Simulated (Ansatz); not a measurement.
Program: Ansatz. Geometries: PBE0-D4/def2-TZVP. ΔE: electronic, gas phase. CBS: MP2 limit from def2 TZ/QZ plus the TZ coupled-cluster correction, frozen cores. This one scheme is used for every species. Functionals use def2-TZVPP. B3LYP here is the variant with VWN-RPA as its local correlation; programs differ in this. HSE06 is defined as in plane-wave codes. Elements past krypton have def2 core potentials. For Mo outer-core shells are correlated without core-valence functions, which leaves a few kJ/mol of doubt a bond. Each species was taken in one conformer, which may not be the lowest.

`[OH][Mo]([F])([F])(=[S])[Cl]` + HCl → `[OH][Mo]([F])(=[S])([Cl])[Cl]` + H–F  (ligand exchange at a Mo–F bond)

```json
{"level": "LDA (SPW92)", "ΔE (kJ/mol)": "12.8", "difference from CCSD(T)/CBS": "14.2"}
{"level": "BLYP-D4", "ΔE (kJ/mol)": "15.4", "difference from CCSD(T)/CBS": "16.8"}
{"level": "PBE0-D4", "ΔE (kJ/mol)": "6.5", "difference from CCSD(T)/CBS": "7.9"}
{"level": "HSE06-D4", "ΔE (kJ/mol)": "5.7", "difference from CCSD(T)/CBS": "7.1"}
{"level": "CAM-B3LYP-D4", "ΔE (kJ/mol)": "23.4", "difference from CCSD(T)/CBS": "24.8"}
{"level": "ωB97X-V", "ΔE (kJ/mol)": "23.0", "difference from CCSD(T)/CBS": "24.4"}
{"level": "ωB97M-V", "ΔE (kJ/mol)": "16.5", "difference from CCSD(T)/CBS": "17.9"}
{"level": "B2PLYP", "ΔE (kJ/mol)": "8.0", "difference from CCSD(T)/CBS": "9.4"}
{"level": "PBE-QIDH", "ΔE (kJ/mol)": "-2.2", "difference from CCSD(T)/CBS": "-0.8"}
{"level": "PBE", "ΔE (kJ/mol)": "16.1", "difference from CCSD(T)/CBS": "17.5"}
{"level": "B3LYP", "ΔE (kJ/mol)": "20.8", "difference from CCSD(T)/CBS": "22.2"}
{"level": "r2SCANh", "ΔE (kJ/mol)": "15.9", "difference from CCSD(T)/CBS": "17.3"}
{"level": "HSE06", "ΔE (kJ/mol)": "10.0", "difference from CCSD(T)/CBS": "11.4"}
{"level": "BHLYP", "ΔE (kJ/mol)": "18.8", "difference from CCSD(T)/CBS": "20.2"}
{"level": "HF/CBS(def2)", "ΔE (kJ/mol)": "24.0", "difference from CCSD(T)/CBS": "25.4"}
{"level": "MP2/CBS(def2)", "ΔE (kJ/mol)": "-27.7", "difference from CCSD(T)/CBS": "-26.3"}
{"level": "CCSD(T)/CBS", "ΔE (kJ/mol)": "-1.4", "difference from CCSD(T)/CBS": "0"}
```

Largest T1 diagnostic among the species: 0.024, so the coupled-cluster value is less sure than usual.

From PBE to PBE0 (25 % exact exchange), in def2-TZVPP and without D4, ΔE moves by −5.2 kJ/mol. At CCSD(T), def2-SVP lies +21.7 kJ/mol from the extrapolated value and def2-TZVPP +7.7 kJ/mol.
